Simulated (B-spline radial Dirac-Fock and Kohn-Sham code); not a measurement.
Level of theory: independent-particle photoionisation in a Dirac-Hartree-Slater potential with a Latter tail, all multipoles, thresholds from Dirac-Fock ΔSCF; an atomic code on a B-spline grid. Kinetic energies are from the vacuum level. Open shells are spread statistically over j, without multiplet splitting. Without correlation, outer binding energies are uncertain by a few eV, most for open f shells.

**Question.** A free atom or ion in its tabulated ground configuration is ionised with 4000 eV photons and gives these photoelectron lines. Identify it and assign the lines.

```
kinetic energy (eV)  relative cross section
             2600.9                   100.0
             2733.2                    49.6
             2748.0                    93.7
             3524.7                    21.0
             3557.5                     1.6
             3560.5                     3.0
```

**Answer.** Co¹⁴⁺, [Ne] 3s2 3p1. Binding energies are hν less the kinetic energy: 2s 1399.1 eV, 2p1/2 1266.8 eV, 2p3/2 1252.0 eV, 3s 475.3 eV, 3p1/2 442.5 eV, 3p3/2 439.5 eV.

Values without a named source are computed, but for edge energies of neutral atoms, which are taken from tables.
